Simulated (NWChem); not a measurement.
System meant: C₂H₆Be; SMILES [CH3][Be][CH3]

Here is an NWChem input.

```
start job
memory heap 200 mb stack 900 mb global 1100 mb
geometry units angstroms noautoz
  Be     0.000002     0.000002     0.000000
  C     -0.000001     0.000001     1.680298
  H     -0.912929     0.460060     2.099583
  H      0.854885     0.560588     2.099586
  H      0.058041    -1.020648     2.099579
  C      0.000003    -0.000001    -1.680298
  H     -1.021909     0.028133    -2.099576
  H      0.486593    -0.899067    -2.099583
  H      0.535320     0.870931    -2.099586
end
basis spherical
  Be library 6-31g*
  C library 6-31g*
  H library 6-31g*
end
dft
  xc b3lyp
  iterations 150
end
tddft
  cis
  nroots 4
  notriplet
end
task tddft energy
```

End of the output:

```
 Vector   14  Occ=0.000000D+00  E= 6.359977D-02  Symmetry=a1
              MO Center= -1.1D-10, -2.2D-10, -2.6D-08, r^2= 5.4D+00
   Bfn.  Coefficient  Atom+Function         Bfn.  Coefficient  Atom+Function
  ----- ------------  ---------------      ----- ------------  ---------------
     6      1.496263  1 Be s                 20     -1.310394  2 C  s
    40     -1.310394  6 C  s                 30      0.365960  3 H  s
    32      0.365960  4 H  s                 34      0.365960  5 H  s
    50      0.365960  7 H  s                 52      0.365960  8 H  s
    54      0.365960  9 H  s                  2     -0.168347  1 Be s

 center of mass
 --------------
 x =  -0.00000000 y =  -0.00000000 z =  -0.00000000

 moments of inertia (a.u.)
 ------------------
         348.456851950038           0.000000000000          -0.000000000000
           0.000000000000         348.456851950038          -0.000000000000
          -0.000000000000          -0.000000000000          22.567692014931

     Multipole analysis of the density
     ---------------------------------

     L   x y z        total         alpha         beta         nuclear
     -   - - -        -----         -----         ----         -------
     0   0 0 0     -0.000000    -11.000000    -11.000000     22.000000

     1   1 0 0     -0.000000     -0.000000     -0.000000     -0.000000
     1   0 1 0      0.000000      0.000000      0.000000      0.000000
     1   0 0 1     -0.000000     -0.000000     -0.000000     -0.000000

     2   2 0 0    -14.323875    -12.760055    -12.760055     11.196235
     2   1 1 0      0.000000      0.000000      0.000000     -0.000000
     2   1 0 1      0.000000      0.000000      0.000000      0.000000
     2   0 2 0    -14.323875    -12.760055    -12.760055     11.196235
     2   0 1 1     -0.000000     -0.000000     -0.000000      0.000000
     2   0 0 2    -17.017998   -116.230669   -116.230669    215.443339

 ------------------------------------------------------------------------
 tddft_init: non-Abelian symmetry not permitted                   0
 ------------------------------------------------------------------------
 ------------------------------------------------------------------------
  current input line :
    28: task tddft energy
 ------------------------------------------------------------------------
 ------------------------------------------------------------------------
 There is an error related to the specified geometry
 ------------------------------------------------------------------------
 For more information see the NWChem manual at https://nwchemgit.github.io

0:tddft_init: non-Abelian symmetry not permitted:Received an Error in Communication
```

**Question.** Find the fault in this run and fix the input.

**Answer.** The run crashed. Cause: the TDDFT module takes Abelian point groups alone, and the geometry was found to have a non-Abelian one. This input runs:
```
start job
memory heap 200 mb stack 900 mb global 1100 mb
geometry units angstroms noautosym nocenter noautoz
  Be     0.000002     0.000002     0.000000
  C     -0.000001     0.000001     1.680298
  H     -0.912929     0.460060     2.099583
  H      0.854885     0.560588     2.099586
  H      0.058041    -1.020648     2.099579
  C      0.000003    -0.000001    -1.680298
  H     -1.021909     0.028133    -2.099576
  H      0.486593    -0.899067    -2.099583
  H      0.535320     0.870931    -2.099586
end
basis spherical
  * library 6-31g*
end
dft
  xc b3lyp
  iterations 150
end
tddft
  cis
  nroots 4
  notriplet
end
task tddft energy
```
It converges to -94.58142 Ha (B3LYP/6-31G* (spherical d), TDA).
